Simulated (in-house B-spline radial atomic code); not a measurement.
Whole-atom quantities along the 55-electron series, configuration [Kr] 4d10 4f7 5s2. Breit and QED terms are first order and not part of the total energy; the density at the nucleus is averaged over the nuclear charge. Computed with a radial B-spline atomic code at the basis-set limit: Dirac-Hartree-Fock, average of the configuration, finite nuclei.

```
  ion   Z  E/Z² (Eh)  Σ<r²> (bohr²)  n(0)/Z³ (bohr⁻³)  Lamb diamagnetic shielding (ppm)  repulsion over attraction  Breit energy (eV)  self-energy (eV)  vacuum polarisation (eV)  Dirac less non-relativistic energy (Eh)
Dy11+  66    -2.7839         14.618             2.404                           7932.98                     0.1379             308.55            247.66                   -39.823                                  -520.22
Ho12+  67    -2.8021         13.623            2.4953                           8104.52                    0.13637             324.95            261.91                   -42.721                                  -556.35
Er13+  68    -2.8201         12.743            2.5818                           8277.39                    0.13483             341.98            276.81                   -45.795                                  -594.45
```
